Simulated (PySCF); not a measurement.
PySCF input file for PbFCl, SMILES [Pb]([Cl])[F] (connectivity only; charge and spin as stated), neutral, multiplicity 1, IEF-PCM-M06-2X/def2-SVP. The structure is a stationary point at r2SCAN-D4/def2-TZVP. The def2 effective core potentials stand for the cores of Pb; spin–orbit coupling is left out.

```python
import numpy as np
from pyscf import gto, scf, dft
from pyscf.solvent import pcm

mol = gto.M(
    atom='''
    Pb    0.23643416   -0.32735177    0.00000000
    F    -1.70827468   -0.95723624    0.00000000
    Cl   -0.23606642    2.08576300    0.00000000
    ''',
    basis='def2-SVP',
    ecp={'Pb': 'def2-svp'},
    charge=0,
    spin=0,
    max_memory=1600,
    verbose=3,
)
mf = dft.RKS(mol, xc='m06-2x').density_fit(auxbasis='def2-universal-jkfit')
mf.grids.level = 4
mf.conv_tol = 1e-9
mf.max_cycle = 100
mf.kernel()
res = {}
for name, eps in {'water': 78.355, 'diethylether': 4.24, 'tetrahydrofuran': 7.4257}.items():
    s = mf.PCM()
    s.with_solvent.method, s.with_solvent.eps, s.with_solvent.lebedev_order = 'IEF-PCM', eps, 29
    s.kernel(mf.make_rdm1())
    res[name] = (s.e_tot, eps, s.dip_moment(), s.mo_energy, s.converged)
    print(f'{name}: electrostatic solvation free energy {(s.e_tot - mf.e_tot) * 627.509474:.3f} kcal/mol')
```

It prints:

```
converged SCF energy = -752.594841603268

WARN: PCM is an experimental feature. It is still in testing.
Features and APIs may be changed in the future.

converged SCF energy = -752.618387631458
Dipole moment(X, Y, Z, Debye):  5.47545, -3.74500,  0.00000
water: electrostatic solvation free energy -14.775 kcal/mol

WARN: PCM is an experimental feature. It is still in testing.
Features and APIs may be changed in the future.

converged SCF energy = -752.610734585502
Dipole moment(X, Y, Z, Debye):  5.07774, -3.37508,  0.00000
diethylether: electrostatic solvation free energy -9.973 kcal/mol

WARN: PCM is an experimental feature. It is still in testing.
Features and APIs may be changed in the future.

converged SCF energy = -752.61394505136
Dipole moment(X, Y, Z, Debye):  5.24400, -3.53060,  0.00000
tetrahydrofuran: electrostatic solvation free energy -11.988 kcal/mol
```

The run converged.

Cost: about 30 core-seconds (a rough figure).
